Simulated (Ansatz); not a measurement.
```yaml
crystal:
  periodic: [false, false, false]
  atoms:
    - {symbol: C, position_ang: [-1.463449, -1.068650, 2.140588]}
    - {symbol: C, position_ang: [-0.526226, -0.592088, 0.938788]}
    - {symbol: C, position_ang: [-1.068626, 0.331738, 0.078648]}
    - {symbol: C, position_ang: [-0.291250, 0.770540, -0.901162]}
    - {symbol: C, position_ang: [-0.685491, 1.715615, -2.158409]}
    - {symbol: F, position_ang: [0.047744, 2.886526, -1.997527]}
    - {symbol: F, position_ang: [-0.621172, 1.336356, -3.149155]}
    - {symbol: F, position_ang: [-1.937287, 1.999330, -1.559943]}
    - {symbol: O, position_ang: [1.068170, 0.357002, -1.094873]}
    - {symbol: Ti, position_ang: [2.242107, -0.614177, -0.149206]}
    - {symbol: F, position_ang: [2.218912, -2.426261, -0.457310]}
    - {symbol: F, position_ang: [3.321063, -0.077524, -1.350463]}
    - {symbol: F, position_ang: [3.168964, -0.272772, 1.111404]}
    - {symbol: O, position_ang: [0.781314, -1.020947, 1.051455]}
    - {symbol: H, position_ang: [-2.234431, -0.779898, 2.046319]}
    - {symbol: H, position_ang: [-0.978586, -0.938323, 3.123107]}
    - {symbol: H, position_ang: [-1.300419, -2.276191, 2.168846]}
    - {symbol: H, position_ang: [-2.078516, 0.741198, 0.259019]}
basis:
  gaussian: {orbitals: cc-pVTZ}
hamiltonian: {xc: {name: HF}}
correlation: {active_space: {window: {electrons: 2, orbitals: 1}}}
accuracy: high
output: {forces: true}
```

```sh
$ ansatz run in.yaml --threads 11 --pin off --events-out ev --progress --plain --max-ram 120832MiB --backend cuda --devices 0, --max-vram 75GiB
```

Shortened log:

```
Functional definition: HF
9556 factors; integrals over basis functions are off by at most 6.2e-8 eV
mean field evaluation 1: about -48606.3546 eV, gradient 9.1e1 eV
mean field evaluation 2: about -48606.8713 eV, gradient 9.1e1 eV
mean field evaluation 4: about -48620.9610 eV, gradient 8.3e0 eV
mean field evaluation 8: about -48621.1729 eV, gradient 9.4e-1 eV
mean field evaluation 16: about -48621.1763 eV, gradient 7.7e-6 eV
mean field -48621.17629852 eV, -1786.7952723537 hartree, gradient 1.5e-8 eV, S^2 0.000000; 0 other end points of the search recorded, 0 dependent functions left out
reference -48621.17629852 eV, -1786.7952723537 hartree; 63, 63 occupied and 451, 451 virtual orbitals, 9556 factors
state -48621.17629852 eV, -1786.7952723537 hartree
Total energy: -48621.17629852 eV, -1786.7952723537 hartree
Atom 0 at    -1.463449    -1.068650     2.140588 Å, force    21.401922   -10.257308     0.902287 eV/Å
Atom 1 at    -0.526226    -0.592088     0.938788 Å, force     4.873599    -3.293857     6.117869 eV/Å
Atom 2 at    -1.068626     0.331738     0.078648 Å, force    -1.380256     1.033968    -0.267681 eV/Å
Atom 3 at    -0.291250     0.770540    -0.901162 Å, force     7.418501    -0.917060    -4.742623 eV/Å
Atom 4 at    -0.685491     1.715615    -2.158409 Å, force    -0.617735     8.907700    27.469891 eV/Å
Atom 5 at     0.047744     2.886526    -1.997527 Å, force    -1.488577    -1.883760    -0.538862 eV/Å
Atom 6 at    -0.621172     1.336356    -3.149155 Å, force     0.171264    -7.958441   -21.161133 eV/Å
Atom 7 at    -1.937287     1.999330    -1.559943 Å, force     0.270667     1.039188    -3.496980 eV/Å
Atom 8 at     1.068170     0.357002    -1.094873 Å, force    -8.369920     3.588336    -0.202607 eV/Å
Atom 9 at     2.242107    -0.614177    -0.149206 Å, force    -1.875185    -6.176137    -3.709239 eV/Å
Atom 10 at     2.218912    -2.426261    -0.457310 Å, force     0.330193     1.224930    -0.135630 eV/Å
Atom 11 at     3.321063    -0.077524    -1.350463 Å, force     2.387162     0.613843    -2.002135 eV/Å
Atom 12 at     3.168964    -0.272772     1.111404 Å, force     4.028018     1.948767     5.844306 eV/Å
Atom 13 at     0.781314    -1.020947     1.051455 Å, force    -8.365981     2.491580    -0.319227 eV/Å
Atom 14 at    -2.234431    -0.779898     2.046319 Å, force   -18.438541     6.412204    -1.849369 eV/Å
Atom 15 at    -0.978586    -0.938323     3.123107 Å, force    -0.297291     1.046343    -0.850024 eV/Å
Atom 16 at    -1.300419    -2.276191     2.168846 Å, force    -1.259507     3.002258    -0.684136 eV/Å
Atom 17 at    -2.078516     0.741198     0.259019 Å, force     1.211666    -0.822554    -0.374705 eV/Å
Dipole moment:    -1.701894     0.379675     0.311707 e Å
```

Run time 17 s (11 threads of an AMD EPYC 7R13 on a shared host and a whole NVIDIA H100 80 GB); peak host memory 8.9 GiB.
